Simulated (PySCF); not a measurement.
Ionisation energy of Se by level of theory

Se [Ar] 3d10 4s2 4p4 (3P) → Se+ [Ar] 3d10 4s2 4p3 (4S), as a difference of total energies. Calculation: PySCF 2.14, in jorge-DZP-DKH (8s6p2d1f, 43 functions); scalar relativity by spin-free X2C-1e. Correlated levels: valence: [Ar] 3d10 frozen. The calculations carry no spin-orbit coupling.

**Question.** Order these methods by the ionisation energy they give, lowest first.
A. TPSS
B. MP2 (valence)
C. UHF
D. CCSD(T) (valence)

**Answer.** C (8.443 eV), B (8.599 eV), D (8.623 eV), A (9.560 eV).

Errors of the correlated levels include the incompleteness of this basis and the frozen core.

For comparison: 9.635 eV (measured; NIST levels, between the centres of gravity of the two terms).
